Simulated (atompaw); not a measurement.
# u(r) = r·R(r): atom against pseudo-atom (argon (Ar))

Columns: radius, all-electron u(r) and pseudo u(r) of the 3p shell (level -35.42 eV) of argon in the configuration [Ne] 3s2 3p4; PBE, scalar-relativistic, PAW (atompaw) scheme, atompaw 4.2.0.5.

| r (bohr) | all-electron | pseudo |
| --- | --- | --- |
| 0.044 | -0.0807 | 0.0001 |
| 0.088 | -0.2191 | 0.0007 |
| 0.133 | -0.3396 | 0.0023 |
| 0.177 | -0.4115 | 0.0058 |
| 0.221 | -0.4356 | 0.0123 |
| 0.265 | -0.4178 | 0.0230 |
| 0.310 | -0.3657 | 0.0396 |
| 0.354 | -0.2908 | 0.0625 |
| 0.398 | -0.2001 | 0.0928 |
| 0.442 | -0.1003 | 0.1309 |
| 0.487 | 0.0058 | 0.1779 |
| 0.531 | 0.1095 | 0.2313 |
| 0.575 | 0.2101 | 0.2910 |
| 0.619 | 0.3056 | 0.3553 |
| 0.663 | 0.3946 | 0.4223 |
| 0.708 | 0.4781 | 0.4914 |
| 0.752 | 0.5517 | 0.5573 |
| 0.796 | 0.6175 | 0.6193 |
| 0.840 | 0.6754 | 0.6758 |
| 0.885 | 0.7266 | 0.7267 |
| 0.929 | 0.7691 | 0.7691 |
| 0.973 | 0.8042 | 0.8042 |
| 1.017 | 0.8326 | 0.8326 |
| 1.062 | 0.8550 | 0.8550 |
| 1.106 | 0.8710 | 0.8710 |
| 1.150 | 0.8816 | 0.8816 |

**Question.** How many radial nodes do the two functions have?

**Answer.** The all-electron 3p function has n − l − 1 = 1; the pseudo-wave has 0, since the states of the same l below it are removed with the core.

**Question.** At about which radius was the pseudo-wave matched?

**Answer.** 0.95 bohr. The columns agree to 0.0005 from 0.84 bohr on; several derivatives are matched, so the curves merge somewhat inside the radius.

**Question.** Is the pseudo-wave norm-conserving?

**Answer.** No, it belongs to a PAW set: the norm inside the radius is not constrained, and the difference is carried by the augmentation charge.
